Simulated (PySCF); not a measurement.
## Dipole moment and polarisability of `O=C(O)[SiH]1C[SiH2]C1`

Compound: C3H8O2Si2.
SMILES with atom numbers: `[O:1]=[C:2]([OH:3])[SiH:4]1[CH2:5][SiH2:6][CH2:7]1` (hydrogens: H8 on O3; H9 on Si4; H10, H11 on C5; H12, H13 on Si6; H14, H15 on C7)

Cartesian coordinates in Å at the GFN2-xTB level; atoms count from 1:
```xyz
15
C3H8O2Si2 angstrom
O      2.1520   -0.2539    1.3250
C      1.9925    0.2740    0.2525
O      3.0147    0.8111   -0.4275
Si     0.3305    0.4572   -0.6768
C     -1.0510    1.0562    0.5098
Si    -1.8808   -0.6793    0.5203
C     -0.5815   -1.2253   -0.7898
H      3.8503    0.7070    0.0620
H      0.6091    1.2058   -1.9035
H     -1.6764    1.8411    0.0936
H     -0.7094    1.4085    1.4790
H     -3.2610   -0.6813    0.0256
H     -1.8018   -1.3903    1.7946
H      0.0100   -2.0941   -0.5156
H     -1.0016   -1.4287   -1.7710
```

Level: B3LYP/def2-SVPD (PySCF), static field, nuclei fixed, core orbitals frozen in the response. The polarisability tensor in these axes (au):

```
x   112.91   9.71  -5.62
y     9.71  84.84  -4.66
z    -5.62  -4.66  87.22
```

Q: What are the eigenvalues, a third of the trace, and Δα (Δα² = ½Σ(αi − αj)² over the three pairs)?

A: Principal values 80.42, 87.09 and 117.46 au; mean 94.99 au = 14.08 Å³ = 15.66 × 10⁻⁴⁰ C²·m²/J; Δα = 34.20 au (36 % of the mean).

Q: What is the dipole moment, and where does it point?

A: (-0.25, 0.63, -1.32) D, 1.49 D in size, pointing from the negative to the positive side. Measured along this direction, the outermost atoms are H13 at the negative end and H9 at the positive end.

Q: Molar refractivity from α?

A: Lorentz–Lorenz: R = (4π/3)N_A α = 2.5225 cm³/(mol·Å³) × 14.08 Å³ = 35.5 cm³/mol, in the limit of long wavelengths.

Q: Form Σ f/ω² (atomic units) for the 8 lowest TDDFT singlets, given as eV and f, and set it beside the mean polarisability, which is this sum over all singlets: 4.80, 0.0014; 5.66, 0.0008; 6.12, 0.0030; 6.42, 0.2047; 6.69, 0.0847; 6.75, 0.0032; 6.97, 0.0125; 7.06, 0.0055.

A: They add up to 5.53 au, 5.8 % of the 94.99 au; the largest single term is 3.68 au, from the state at 6.42 eV. Terms in order: 0.04, 0.02, 0.06, 3.68, 1.40, 0.05, 0.19, 0.08 au. Higher excitations give the rest. The strengths listed sum to 0.316.

Q: Give the eigenvalues of the traceless quadrupole moment Θ = ½Σq(3rr − r²1), origin at the centre of nuclear charge.

A: -8.46, 1.55, 6.90 D·Å. The values depend on the origin, since the dipole doesn't vanish. The electronic extent ⟨r²⟩ about the same centre is 1246 bohr², a root-mean-square distance of 2.23 Å for the 70 electrons.

Q: Orientational against electronic polarisability at 273 K (dilute gas, rigid molecules)?

A: In Gaussian units μ²/3kT = 19.54 Å³ against 14.08 Å³, a ratio of 1.39; the Debye molar polarisation (4π/3)N_A(α + μ²/3kT) is 84.8 cm³/mol, leaving out the vibrational part.

Q: What depolarisation ratio follows for Rayleigh scattering of linearly polarised light, taking the static tensor?

A: ρ = 3Δα²/(45ᾱ² + 4Δα²) = 3508.2/(406029 + 4677.7) = 0.00854.

The structure is a single GFN2-xTB conformer in the gas phase; no vibrational or solvent corrections.
